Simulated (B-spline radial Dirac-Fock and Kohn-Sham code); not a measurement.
X-ray scattering factor of Cu¹⁵⁺

System: copper as Cu¹⁵⁺, 1s2 2s2 2p6 3s2 3p2.

Level of theory: configuration-average Dirac-Fock orbitals; a radial B-spline solver. f₀ is the Fourier transform of the spherical electron density, S the Waller-Hartree incoherent function, and s = sin θ/λ. The electron scattering factor follows from the Mott-Bethe formula f_e = 0.023934 Å⁻¹·(Z − f₀)/s².

| s (Å⁻¹) | f₀ | S | f_e (Å) |
| --- | --- | --- | --- |
| 0 | 14.000 | 0.000 | – |
| 0.04 | 13.975 | 0.033 | 224.750 |
| 0.05 | 13.962 | 0.052 | 143.972 |
| 0.06 | 13.945 | 0.074 | 100.093 |
| 0.07 | 13.925 | 0.101 | 73.634 |
| 0.09 | 13.876 | 0.165 | 44.688 |
| 0.11 | 13.816 | 0.245 | 30.034 |
| 0.14 | 13.704 | 0.391 | 18.678 |
| 0.18 | 13.518 | 0.632 | 11.437 |
| 0.22 | 13.293 | 0.916 | 7.767 |
| 0.28 | 12.891 | 1.406 | 4.918 |
| 0.34 | 12.428 | 1.943 | 3.431 |
| 0.43 | 11.660 | 2.775 | 2.245 |
| 0.54 | 10.674 | 3.740 | 1.504 |
| 0.67 | 9.557 | 4.722 | 1.037 |
| 0.83 | 8.367 | 5.694 | 0.717 |
| 1.04 | 7.164 | 6.717 | 0.483 |
| 1.3 | 6.072 | 7.802 | 0.325 |
| 1.62 | 4.989 | 8.970 | 0.219 |
| 2.02 | 3.810 | 10.155 | 0.148 |
| 2.52 | 2.678 | 11.202 | 0.099 |
| 3.14 | 1.851 | 11.993 | 0.066 |
| 3.92 | 1.382 | 12.570 | 0.043 |

f₀ starts at the number of electrons, 14, and has fallen to half at s ≈ 1.08 Å⁻¹. The sum of ⟨r²⟩ over the electrons is 2.093 bohr². For an ion f_e diverges as s goes to zero, because of the net charge.

Values without a named source are computed, but for edge energies of neutral atoms, which are taken from tables.
